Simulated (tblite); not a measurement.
C2H8NSSi2 (doublet state).
Atom-mapped SMILES: `[H]/[C:1]=[N:2]\[SiH2:3][CH2:4][S:5][SiH3:6]` (hydrogens: H7 on C1; H8, H9 on Si3; H10, H11 on C4; H12, H13, H14 on Si6)

Computed geometry: GFN2-xTB, gas phase. This method treats the open shell by occupation alone, without spin polarisation.

Problem. List the bond lengths, angles and torsions at this level.

Solution. 
```csv
bond,length (pm)
C1=N2,121.0
N2–Si3,172.7
Si3–C4,190.1
C4–S5,183.2
S5–Si6,213.5
C1–H7,108.1
"Si3–H8, Si3–H9",146.3
"C4–H10, C4–H11",108.8
"Si6–H12, Si6–H13, Si6–H14",145.6
```

Bonds in one row agree within 1 pm and their mean is given. A selection of angles:
```csv
angle,degrees
N2–C1–H7,132.2
C1–N2–Si3,155.6
N2–Si3–C4,102.6
N2–Si3–H8,118.1
N2–Si3–H9,102.2
C4–Si3–H8,109.0
C4–Si3–H9,112.6
H8–Si3–H9,112.0
Si3–C4–S5,110.8
Si3–C4–H10,111.7
Si3–C4–H11,113.0
S5–C4–H10,104.8
S5–C4–H11,108.1
H10–C4–H11,108.0
C4–S5–Si6,101.8
S5–Si6–H12,109.5
S5–Si6–H13,107.5
S5–Si6–H14,103.1
H12–Si6–H13,110.2
H12–Si6–H14,112.9
```

Dihedral angles: C1–N2–Si3–C4 -117° (anticlinal); N2–Si3–C4–S5 -166° (antiperiplanar); Si3–C4–S5–Si6 87° (synclinal). The mirror-image conformer, all signs reversed, is as good.

Si6 (silicon bonded to S and 3 H) is distorted tetrahedral (angles from 103.1° to 113.2°). Si3 (silicon bonded to C, N and 2 H) is distorted tetrahedral (angles from 102.2° to 118.1°). N2 (nitrogen bonded to C and Si) is bent (angle 155.6°). S5 (sulfur bonded to C and Si) is bent (angle 101.8°). C1 (carbon bonded to N and H) is bent (angle 132.2°).

Point group: C1 (no symmetry element, even within 0.4 Å). Its GFN2-xTB frequencies are all real (lowest 25 cm⁻¹). 3 starts were optimised and ended at 0.00, 0.55 and 0.64 kcal/mol (GFN2-xTB); the lowest of these is shown.
